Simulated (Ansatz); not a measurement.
`O=[CH][SnH2][GeH3]` + HCl → `[Cl][SnH2][GeH3]` + `C=O`  (ligand exchange at the Sn–C bond)

Computed with Ansatz on PBE0-D4/def2-TZVP structures; ΔE is electronic, products minus reactants. CCSD(T)/CBS is the MP2 limit (def2-TZVPP, def2-QZVPP) plus CCSD(T) − MP2 in def2-TZVPP, frozen cores. This one scheme is used for every species. DFT in def2-TZVPP. def2 core potentials past Kr. For Ge, Sn outer-core shells are correlated without core-valence functions, which leaves a few kJ/mol of doubt a bond. Scalar relativity is left out up to krypton. Each species was taken in one conformer, which may not be the lowest.

```csv
level,ΔE (kJ/mol)
PBE-D4,-105.2
r2SCAN-D4,-113.9
```

**Question.** What does CCSD(T)/CBS give? (An estimate is asked.)

**Answer.** Ansatz gave: -118.9 kJ/mol. The listed levels differ from it by 13.7, 5.0 kJ/mol.

**Question.** What do rigid-rotor, harmonic-oscillator terms from PBE0-D4/def2-TZVP frequencies (298.15 K, 1 bar) make of the CCSD(T)/CBS value? (Best estimate.)

**Answer.** Ansatz gave: ΔZPE = +10.0 kJ/mol, ΔH = -111.3 kJ/mol, ΔS = -2 J/(mol·K), ΔG = -110.8 kJ/mol. Modes under 50 cm⁻¹ make the entropy rough.

Largest T1 diagnostic among the species: 0.015.

From BLYP to BHLYP (50 % exact exchange), in def2-TZVPP and without D4, ΔE moves by −19.1 kJ/mol. Leaving LDA and LC-ωPBE aside and taking each functional with its dispersion term where it has one, the values, not all of them listed here, spread over 23.7 kJ/mol, from BHLYP-D4 to PBE-D4. LDA lies +8.3 kJ/mol from PBE without D4. In def2-TZVPP, CCSD(T) changes the Hartree–Fock value by +32.1 kJ/mol (the triples alone add +4.2 kJ/mol) and MP2 by +27.3 kJ/mol.

CCSD(T)/CBS has its own doubt, a few kJ/mol and more with outer-core shells, so smaller differences from it don't rank the levels.
